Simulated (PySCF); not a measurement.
**Magnetisability: `C1=C(SCOC=O)OC=N1`, C₅H₅NO₃S**

Geometry:
```
atom   x (Å)   y (Å)   z (Å)
  O1   3.682  -0.610   0.038
  C2   2.962   0.046  -0.648
  O3   1.755   0.506  -0.317
  C4   1.250   0.161   0.951
  S5   0.129  -1.279   0.854
  C6  -1.214  -0.549   0.010
  C7  -2.223  -1.095  -0.734
  N8  -3.045  -0.087  -1.138
  C9  -2.532   0.990  -0.650
 O10  -1.416   0.788   0.070
 H11   3.191   0.388  -1.669
 H12   0.696   1.016   1.337
 H13   2.059  -0.140   1.623
 H14  -2.400  -2.117  -0.992
 H15  -2.898   1.989  -0.769
```

Method used: GIAO KT3/pcSseg-1 magnetisability, rotational g tensor and spin-rotation constants, non-relativistic, gas phase in PySCF 2.14.0. Geometry: GFN2-xTB.

Problem. How diamagnetic is it, and how anisotropic?

Solution. Isotropic -1316 × 10⁻³⁰ J/T², or -79.2 × 10⁻⁶ cm³/mol; principal values -1685, -1207, -1056 × 10⁻³⁰ J/T², anisotropy 568 × 10⁻³⁰ J/T² (root of half the summed squared differences of the principal values). The susceptibility is in cgs units.

Problem. Split it along the inertial axes a, b, c into diamagnetic and paramagnetic parts about the centre of mass, with the quadrupole moment.

Solution. 
| axis | χ (10⁻⁶ cm³/mol) | diamagnetic (10⁻⁶ cm³/mol) | paramagnetic (10⁻⁶ cm³/mol) | summed x² of all electrons (Å²) | quadrupole Θ (D Å) |
| --- | --- | --- | --- | --- | --- |
| a | -74.2 | -512.9 | 438.7 | 403.7 | -16.06 |
| b | -78.7 | -1899.4 | 1820.7 | 76.8 | +8.55 |
| c | -84.9 | -2038.6 | 1953.7 | 44.0 | +7.51 |

Anisotropies 2χaa − χbb − χcc = +15.3 and 2χbb − χaa − χcc = +1.6 × 10⁻⁶ cm³/mol. Θ is traceless in Buckingham's convention.

Problem. And the rotational g tensor?

Solution. 
| axis | rotational constant (GHz) | g | nuclear part | electronic part |
| --- | --- | --- | --- | --- |
| a | 2.9226 | -0.0444 | 0.5580 | -0.6024 |
| b | 0.6321 | -0.0126 | 0.5281 | -0.5406 |
| c | 0.5837 | -0.0097 | 0.5260 | -0.5357 |

Asymmetric top; isotopes 12C, 1H, 14N, 16O, 32S; no vibrational averaging.
